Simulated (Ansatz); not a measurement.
Geometry optimisation, RKS B3LYP/6-31G* in Ansatz 0.2.0.

input.yaml

```yaml
crystal:
  periodic: [false, false, false]
  atoms:
    - { symbol: O, position_ang: [0.1735, -2.9816, -1.0549] }
    - { symbol: C, position_ang: [1.3034, -2.2159, -0.7964] }
    - { symbol: O, position_ang: [1.0632, -0.8273, -1.0295] }
    - { symbol: C, position_ang: [0.3176, -0.2314, -0.0221] }
    - { symbol: Si, position_ang: [-0.1001, 1.5822, -0.2517] }
    - { symbol: Si, position_ang: [-1.5002, 2.2432, 1.4857] }
    - { symbol: H, position_ang: [0.0488, -2.8881, -2.0279] }
    - { symbol: H, position_ang: [1.6651, -2.3852, 0.228] }
    - { symbol: H, position_ang: [2.1023, -2.5427, -1.4251] }
    - { symbol: H, position_ang: [0.7116, -0.3907, 0.9862] }
    - { symbol: H, position_ang: [-0.7264, -0.771, -0.0013] }
    - { symbol: H, position_ang: [1.1847, 2.3812, -0.1583] }
    - { symbol: H, position_ang: [-0.8051, 1.8819, -1.5636] }
    - { symbol: H, position_ang: [-0.8775, 1.9668, 2.8156] }
    - { symbol: H, position_ang: [-1.8182, 3.6634, 1.41] }
    - { symbol: H, position_ang: [-2.7655, 1.4926, 1.4495] }
basis:
  gaussian: { orbitals: "6-31G*" }
hamiltonian:
  xc: b3lyp
relax:
  f_tol: 0.015
  max_steps: 40
output:
  orbitals: {}
```

Run as:

```bash
$ ansatz run input.yaml --threads 2 --pin off --max-ram 3072MiB --backend cpu --events-out ev --progress --plain --runs-dir out
```

Where does it end, and by what steps?

The run converged. After 9 steps the energy has fallen by 0.336 eV; H9 moved furthest, 0.30 Å.

```csv
step,energy less start (eV),largest force component (eV/Å),accepted
0,0.0000,3.144,yes
1,-0.2677,1.032,yes
2,-0.2745,0.718,yes
3,-0.3234,0.283,yes
4,-0.3289,0.382,yes
5,-0.3343,0.053,yes
6,-0.3357,0.031,yes
7,-0.3362,0.040,yes
8,-0.3363,0.021,yes
9,-0.3363,0.008,yes
```

```xyz
16
Properties=species:S:1:pos:R:3
O 0.265 -2.995 -1.152
C 1.383 -2.184 -0.886
O 1.101 -0.806 -0.926
C 0.217 -0.368 0.112
Si -0.124 1.487 -0.168
Si -1.542 2.359 1.497
H -0.027 -2.792 -2.056
H 1.730 -2.488 0.110
H 2.183 -2.329 -1.624
H 0.678 -0.536 1.100
H -0.717 -0.947 0.091
H 1.167 2.231 -0.162
H -0.755 1.670 -1.505
H -0.945 2.193 2.853
H -1.776 3.812 1.269
H -2.864 1.670 1.492
```

Whether the end is a true minimum wasn't checked by a vibrational analysis.

The run took 50 s on 2 threads of Arm Neoverse V2, with other jobs on the host, peak memory 0.3 GiB.
